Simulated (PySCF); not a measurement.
A structure optimised at PBE0-D3(BJ)/def2-SVP, used in a PySCF frequency run:

```
N
C 1 1.4411
H 2 1.0993 1 111.08
H 2 1.1054 3 107.34 1 -121.09
H 2 1.1078 3 107.67 4 -115.36
C 1 1.4441 2 114.28 3 -177.68
H 6 1.0986 1 110.04 2 177.16
H 6 1.1050 7 107.64 1 120.51
H 6 1.1075 7 108.45 8 116.24
Si 1 1.7115 2 122.77 3 20.63
O 10 1.6596 1 107.03 2 -158.38
H 11 0.9620 10 115.07 1 -133.07
C 10 1.8560 11 113.63 12 102.55
H 13 1.0996 10 112.07 11 -171.30
H 13 1.1001 14 107.69 3 -174.96
H 13 1.1010 14 109.04 15 -117.53
Br 10 2.2730 11 104.49 12 -13.20
```
Charge 0, spin multiplicity 1.

**Question.** Write its SMILES and formula.

**Answer.** CN(C)[Si](C)(O)Br, C3H10BrNOSi

**Question.** What are its rotational constants (standard atomic weights)?

**Answer.** 1.8122, 0.95302, 0.89278 GHz
